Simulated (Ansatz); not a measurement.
CH6AsBOSi, SMILES `O=CB([SiH3])[AsH2]`. Total charge 0; spin multiplicity 1. The structure was optimised at the PBE0-D4/def2-TZVP level. It is one conformer, not always the lowest.

```xyz
11

O    -0.994    1.891    1.349
C    -1.330    1.031    0.562
B    -0.243    0.165   -0.156
Si    0.513   -1.458    0.758
As    0.263    0.605   -2.024
H    -2.415    0.859    0.360
H     1.349   -2.275   -0.162
H     1.362   -0.964    1.877
H    -0.563   -2.319    1.322
H     1.751    0.350   -1.940
H     0.307    2.116   -1.946
```

Problem. What is the dipole moment at B3LYP/def2-TZVPP? (Best estimate.)

Solution. Computed: 2.39 D, with components (0.07, -1.38, -1.95) D in this frame, pointing from negative to positive charge.

Problem. And with PBE, r2SCAN, ωB97M-V? (Best estimate.)

Solution. Ansatz gave: PBE 2.28 D, r2SCAN 2.29 D, ωB97M-V 2.28 D.

Problem. Give the Mulliken charges with B3LYP, r2SCAN, ωB97M-V in def2-TZVPP. (An estimate is asked.)

Solution. Ansatz gave: 
```
atom  B3LYP  r2SCAN  ωB97M-V
  O1  -0.28   -0.30    -0.28
  C2   0.14    0.17     0.13
  B3   0.07    0.02     0.05
 Si4   0.12    0.17     0.02
 As5   0.04    0.08    -0.04
  H6   0.08    0.04     0.10
  H7  -0.07   -0.07    -0.03
  H8  -0.04   -0.05     0.00
  H9  -0.06   -0.06    -0.02
 H10   0.00    0.00     0.03
 H11   0.00    0.00     0.04
```

B3LYP here is the variant with VWN-RPA as its local correlation; programs differ in this.
